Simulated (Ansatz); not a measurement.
Mulliken charges of F2HOSn, SMILES `[OH][Sn]([F])[F]` radical from B3LYP/def2-TZVPP in Ansatz (PBE0-D4/def2-TZVP geometry).

```tsv
atom	x (Å)	y (Å)	z (Å)	charge (e)
O1	-0.437	1.249	-0.323	-0.472
Sn2	-0.208	-0.475	0.578	1.198
F3	1.627	-0.986	0.320	-0.462
F4	-1.230	-1.712	-0.460	-0.453
H5	0.299	1.850	-0.156	0.189
```

By hand: the dipole of these point charges (1 e Å = 4.8032 D).

Σ q r = (-0.181, 0.422, 0.876) e Å, of length 0.989 e Å = 4.75 D.

How does the dipole of the full density compare? (Estimate.)

The calculation gave: (0.005, 0.430, 0.561) e Å, 3.40 D; the point charges give 1.40 times that, at 16° from its direction.

Point charges leave out the atoms' own dipoles, such as those of lone pairs, and Mulliken's split depends on the basis, so the two needn't agree.

B3LYP here is the variant with VWN-RPA as its local correlation; programs differ in this.
